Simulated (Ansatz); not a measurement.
```xyz
12

B     1.4457    0.0000    0.0000
N     0.7039    1.2192    0.0000
B    -0.7229    1.2520    0.0000
N    -1.4078    0.0000    0.0000
B    -0.7229   -1.2520    0.0000
N     0.7039   -1.2192    0.0000
H     2.6556    0.0000    0.0000
H     1.2096    2.0950    0.0000
H    -1.3278    2.2998    0.0000
H    -2.4191    0.0000    0.0000
H    -1.3278   -2.2998    0.0000
H     1.2096   -2.0950    0.0000
```

Basis set: def2-TZVP (spherical functions). Left uncorrelated: 6 orbitals. Charge 0, multiplicity 1.

Computed with Ansatz (development build ahead of 0.2.0); each method stands on the lowest determinant of its kind that the runs found. Restricted open shells among the atoms or ions are ROHF, correlated in semicanonical orbitals with singles.

(1) Give the atomization energy at this shape (free ground-state atoms in the same class of orbitals less the molecule, no zero-point energy) of singlet B3N3H6 by RHF-MP2, RHF.

## Answers

(1)

| method | atomization energy |
| --- | --- |
| RHF-MP2 | 52.18 eV |
| RHF | 39.87 eV |
